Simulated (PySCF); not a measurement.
# [La(H2O)2]3+: from a saddle point downhill

PySCF 2.14.0, RKS PBE0, La lcecp-1-SVP with ECP46, O def2-SVP, H def2-SVP; non-relativistic Hamiltonian with scalar-relativistic core potentials where named; density fitting; no spin-orbit coupling. Relaxed within the symmetry of its start, the geometry (D2d) is

```xyz
7

La    0.0000    0.0000    0.0000
O     0.0000    0.0000    2.4030
H     0.5440    0.5440    3.0256
H    -0.5440   -0.5440    3.0256
O     0.0000    0.0000   -2.4030
H     0.5440   -0.5440   -3.0256
H    -0.5440    0.5440   -3.0256
```

and its lowest harmonic modes are -61, -61, 144, 384, 390, 627 cm⁻¹ (negative: unstable). It was moved along the lowest mode and relaxed again.

Task: Where does it end, and how much lower?

Result: In C1, 0.194 eV lower, after 41 steps:
```xyz
7

La   -0.3089   -1.1205   -0.0103
O    -0.0161    0.1719    1.9461
H     0.3402    1.0900    2.0438
H    -0.2146   -0.0833    2.8830
O     0.0900    0.1843   -1.9428
H     0.6545   -0.0389   -2.7258
H    -0.2880    1.0649   -2.1941
```

Task: How do the contacts change?

Result: 
```json
{"contact": "La1–O2 (H2O)", "saddle (Å)": "2.403", "end (Å)": "2.363"}
{"contact": "La1–O5 (H2O)", "saddle (Å)": "2.403", "end (Å)": "2.366"}
```


Task: Is the end a minimum?

Result: Probably not: 1 of the modes stay unstable (below −25 cm⁻¹), though so soft as to be near the noise; lowest modes -53, 63, 107, 402, 406, 631 cm⁻¹.

State: singlet in the valence, with the 4f electrons in the core potential.
